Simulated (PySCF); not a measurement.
**Computed properties of SiHFBr2, SMILES Br[SiH](F)Br**

SiHFBr2, SMILES F[SiH](Br)Br. The structure is a stationary point at TPSSh-D3(BJ)/def2-SVP. This is a generated structure with no PubChem entry under its InChIKey; it may be hypothetical. The values are those of a single conformer. All values are computed for the isolated molecule unless a solvent is named; none is compared with measurement here.

**Structure.** The optimised structure has Cs symmetry. All 9 harmonic modes at TPSSh-D3(BJ)/def2-SVP (PySCF) are real, so it is a minimum. With heavy atoms numbered as in [SiH:1]([F:2])([Br:3])[Br:4], the shortest bond between them is Si1–F2 at 1.617 Å and the longest Si1–Br4 at 2.204 Å.

**Vibrations.** The strongest infrared lines (harmonic, unscaled, degenerate partners summed) lie at 784 cm⁻¹ (225 km/mol, H 91 %), 917 cm⁻¹ (165 km/mol, F 51 %, Si 44 %), 495 cm⁻¹ (144 km/mol, Si 74 %, Br 19 %). The softest mode is at 116 cm⁻¹ and the zero-point energy is 9.0 kcal/mol.

**Electronic structure.** M06-2X/def2-TZVP (PySCF) places the frontier levels at -10.05 and 0.22 eV, a gap of 10.27 eV, and gives a dipole moment of 1.17 D and a mean polarisability of 60.4 bohr³. PBE/def2-TZVP (PySCF) at the same geometry gives -7.56 and -1.57 eV, so its gap is 4.28 eV narrower. An orbital gap is neither the optical nor the fundamental gap.

**Excitations.** TDA-PBE0/def2-SVPD (PySCF) has S1 at 6.70 eV (185 nm, f = 0.043, weak); the most intense of the 10 singlets computed lies at 6.70 eV (f = 0.04). T1 (TDA) is at 6.10 eV, 0.60 eV under S1. TDA-PBE/def2-SVPD (PySCF) puts S1 at 6.10 eV. No vertical singlet excitation falls in the visible range (under 3.1 eV).

**NMR.** GIAO shifts at HF/pcSseg-1 (PySCF) (non-relativistic, atoms alike by connectivity averaged): ¹H at 5.9 ppm against TMS; ²⁹Si at 7.1 ppm against TMS; ¹⁹F at -99.2 ppm against CFCl3. Without spin–orbit terms, shifts of atoms bonded to Cl or Br come out too high.

**Solvation.** SMD-M06-2X/6-31G* (PySCF) gives -1.2 kcal/mol in water, -4.5 kcal/mol in ethylethanoate, -4.8 kcal/mol in chlorobenzene (1 M in both phases, gas-phase geometry).
